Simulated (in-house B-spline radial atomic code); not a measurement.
## RPA and G0W0 on Hartree-Fock: Mg

Configuration [Ne] 3s2, mean-field start Hartree-Fock. Computed with an all-electron radial atomic-structure program (B-spline basis): all electrons, non-relativistic, point nucleus, each spin shell either full or empty, empty states to l = 9 with an (l + 1/2)⁻⁴ tail; G0W0 by contour deformation at full frequency.

Command:
```bash
python run_gw.py task.json out
```
Settings (radii: box in bohr, nucleus in fm):
```
Z                        12
electrons                12
configuration            [Ne] 3s2
hamiltonian              nr
method                   hf
lmax                     9
spin_polarised           False
box_radius               40
intervals                51
ion_configuration        [Ne] 3s1
```

Time taken, with all properties: 2.7 s on 1 thread of Arm Neoverse N1, with other jobs on the host.

Energies (hartree):

```json
{"term": "mean-field total", "value": "-199.61464"}
{"term": "Hartree-Fock functional on these orbitals", "value": "-199.61464"}
{"term": "direct second order", "value": "-0.66903"}
{"term": "second-order exchange", "value": "0.24186"}
{"term": "SOSEX correction", "value": "0.22093"}
```

Problem. What is the RPA correlation energy, and what remains with SOSEX?

Solution. RPA gives -0.59324 hartree (-1.35 eV per electron); RPA + SOSEX gives -0.37231, and the second-order doubles (MP2) -0.42717 hartree. SOSEX takes back 37 % of the RPA value.

Quasi-particle levels (eV):

```csv
level,occupied,mean field,Σx - vxc,Σc,QP weight,G0W0
3s,yes,-6.886,0.00,?,?,?
2p,yes,-62.10,0.00,2.64,0.901,-59.46
1s,yes,-1334.22,0.00,18.80,0.900,-1315.43
```

G0W0 = mean field + (Σx - vxc) + Σc, with Σc (partial-wave tail included) taken at the quasi-particle energy. Levels of low weight are left out.

Problem. Where does G0W0 put 3s?

Solution. At -7.688 eV, with Σc = -0.80 eV and a quasi-particle weight of 0.939. The tabulated removal energy is 7.646 eV (NIST, measured); the calculation leaves out relativity, Breit and QED terms, and what these don't explain is the method's own error.

Problem. What does it cost to remove one electron (to [Ne] 3s1) by differences of total energies, each species on its own start (correlation terms add to the Hartree-Fock functional)?

Solution. Hartree-Fock functional 6.605 eV, + RPA 7.495 eV, + RPA + SOSEX 7.265 eV, + second order 7.444 eV. Tabulated: 7.646 eV (NIST, measured); the calculation leaves out relativity, Breit and QED terms, and what these don't explain is the method's own error.
